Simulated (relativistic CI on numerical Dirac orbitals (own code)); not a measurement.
**Fe²⁺: K-beta X-ray emission**

Computed with this model: Dirac-Coulomb-Breit CI, separate exchange-only KLI orbitals for each configuration, a model potential for QED, valence Slater integrals scaled by 0.8, multiplet model of X-ray emission after core ionisation; configurations [Ar] 3d6 → 1s 2s2 2p6 3s2 3p6 3d6 → [Ne] 3s2 3p5 3d6; 300 K; Lorentzian 1.6 eV and Gaussian 1 eV FWHM. Energies are those of the free ion, without screening or charge transfer. S is read from ⟨S²⟩ = S(S + 1).

Field parameters in Wybourne normalisation: D4h B²₀ = −7Ds, B⁴₀ = 21(Dq − Dt), B⁴₄ = 21√(5/14) Dq. The field is a parameter set, without covalency.

Computed curve for free ion, scaled to 100 at the maximum (points under 2 are left out and the grid is thinned):

Energy (eV), Intensity and a bar:
```
   7037.0        2.0 
   7037.8        2.9 
   7038.6        4.7 #
   7039.4        9.1 ##
   7040.2       18.9 #####
   7041.0       28.5 ########
   7041.8       30.9 #########
   7042.6       21.0 ######
   7043.4       12.0 ###
   7044.2       11.0 ###
   7045.2       10.6 ###
   7046.0        6.5 #
   7046.8        4.6 #
   7047.6        4.5 #
   7048.4        4.5 #
   7049.2        4.9 #
   7050.0        5.9 #
   7050.8        7.2 ##
   7051.6        7.8 ##
   7052.4        9.0 ##
   7053.2       14.2 ####
   7054.0       28.5 ########
   7054.8       43.7 #############
   7055.6       35.9 ##########
   7056.4       28.1 ########
   7057.2       33.1 ##########
   7058.0       43.9 #############
   7058.8       67.3 ####################
   7059.6       96.8 #############################
   7060.4       99.7 ##############################
   7061.4       86.2 ##########################
   7062.2       44.9 #############
   7063.0       20.9 ######
   7063.8       11.7 ###
   7064.6        7.5 ##
   7065.4        5.3 #
   7066.2        3.9 #
   7067.0        3.1 
   7067.8        2.5 
   7068.6        2.0
```

The ground state has S = 2.00, and the centroid lies at 7055.75 eV.
